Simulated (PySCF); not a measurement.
A structure optimised at B3LYP-D3(BJ)/def2-TZVP, used in a PySCF frequency run:

```xyz
4

B      0.0000     0.0000     1.1875
H      0.0000    -1.0456     1.7459
H      0.0000     1.0456     1.7459
Cl     0.0000     0.0000    -0.5547
```
Charge 0, spin multiplicity 1.

Write its SMILES, formula and point group.

BCl, BClH2, C2v

What are its rotational constants (standard atomic weights)?

229.30, 15.759, 14.746 GHz
